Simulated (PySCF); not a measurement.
## LaBr: one state, many levels of theory

State: triplet, about 0.0 electrons in the 4f shell (Mulliken). Set-up: PySCF, spin-free X2C with a Gaussian nucleus, basis sets La x2c-SVPall, Br x2c-SVPall. De refers to La (5d1 6s2) + Br in their high-spin ground configurations, without counterpoise correction. The functionals are run spin-unrestricted. A positive dipole means La(−)Br(+).

```csv
Level,Re (Å),ωe (cm⁻¹),De (eV),μ (D)
UHF,2.804,210,n/a,-5.56
UHF-MP2,2.707,231,n/a,n/a
UHF-SCS-MP2,2.727,226,n/a,n/a
UHF-CCSD,2.732,225,4.29,n/a
UHF-CCSD(T),2.725,227,4.28,n/a
PBE,2.695,225,4.76,-4.18
r²SCAN,2.709,225,4.80,-4.82
TPSSh,2.709,225,4.75,-4.92
PBE0,2.699,227,4.70,-4.76
MN15,2.682,229,4.26,-4.72
```

The bond length runs from 2.682 Å (MN15) to 2.804 Å (UHF). De spans 4.26 eV (MN15, hybrid meta-GGA) to 4.80 eV (r²SCAN, meta-GGA).

Correlated steps freeze 27 core orbitals. Correlated levels converge slowly with the basis: in double zeta they bind strong bonds too weakly, by up to about 1 eV, and carry superposition errors of some tenths. Spin–orbit coupling is left out, which matters for elements this heavy, above all for dissociation energies. The state is the lowest single determinant that the PBE0 search found; with open d or f shells the true ground state can be another one.

The whole job (state search and all levels along the bond) took about 19 min on 2 threads of Arm Neoverse V1 (shared host), peak memory 2.4 GiB.
